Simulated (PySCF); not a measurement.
**Correlation energy of Br (bromine, neutral)**

[Ar] 3d10 4s2 4p5, 2P determinant. Computed with PySCF 2.14 in x2c-TZVPall, with the spin-free X2C one-electron Hamiltonian (Gaussian nucleus). Frozen: [Ar] 3d10; 7 electrons correlated.

MP2 pair energies summed by pair of shells (mhartree):

```
 pair  energy  share (%)
4p-4p  -81.44       60.7
4s-4p  -44.56       33.2
4s-4s   -8.06        6.0
```

Total MP2 correlation energy: -134.06 mhartree.

Same-spin part -30.50 and opposite-spin part -103.57 mhartree; SCS-MP2 scales them by 1/3 and 6/5 to -134.45 mhartree.

```
  level  correlation energy (mhartree)
   CCSD                        -153.22
    (T)                          -4.49
CCSD(T)                        -157.71
```

Diagnostics: T1 = 0.0062, D1 = 0.0204, largest double amplitude 0.045.

**Question.** Is a single reference adequate?

**Answer.** Yes, within this model without spin-orbit coupling: T1 lies below 0.03 and no double amplitude reaches 0.07.
